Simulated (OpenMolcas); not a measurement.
W3+ among 6 point charges of -1 e arranged as a trigonal antiprism (D3d), 2.18 Å from the ion, with a polar angle of 61.3° against the regular 54.74°.
```
   0.0000    1.9123    1.0468  -1.00
  -1.6561   -0.9561    1.0468  -1.00
   1.6561   -0.9561    1.0468  -1.00
   0.0000   -1.9123   -1.0468  -1.00
   1.6561    0.9561   -1.0468  -1.00
  -1.6561    0.9561   -1.0468  -1.00
```

```yaml
Program: OpenMolcas 26.06
Method: "SS-CASPT2, IPEA 0.25 Eh, imaginary shift 0.1 Eh (closed shells correlated: 4f 5s 5p)"
Basis: ANO-RCC-VDZP [7s6p4d2f1g]
Scalar_Hamiltonian: DKH2, point nucleus
Active_space: 3 electrons in 5 orbitals (5d)
State_averaging: 2S+1 = 4 even, 10 roots; 2S+1 = 2 even, 40 roots
Spin-orbit_coupling: state interaction with AMFI integrals over the reference wave functions
```

(1) What is the spin-free ground state (labels of D3, the rotations of D3d)?

(2) Where is the first state of the same spin?

(3) What are the lowest two levels with spin-orbit coupling?

(4) What is χT at 300 K?

## Answers

(1) 4A2, 1-fold in its orbital part, 96 % from free-ion F terms; it has the highest spin that d3 allows.

(2) 4A1 at 5810 cm-1 above the ground state.

(3) A 2-fold level E3/2 with g = 0.00, 0.00, 1.69, then a 2-fold level E1/2 1030 cm-1 above it. Their leading multiplicities are 4 (90 %) and 4 (93 %).

(4) 0.22 cm3 K/mol.

Roots that are degenerate in the reference are averaged as groups; the widest CASPT2 spread within a group is 150 cm-1 (the 2-fold group of multiplicity 2 near 16300 cm-1 above the lowest state of its run). Shifts and gaps below about the spread of the groups concerned are not significant. Spin-orbit coupling mixes the spin-free states strongly: the lowest level takes only 63 % from its leading state, 4A2. Free-ion shares, where given, are those of the reference states; single-state CASPT2 does not remix them. Point charges carry no covalency, so the field is a model and not that of real ligands. No measured value stands beside these numbers.
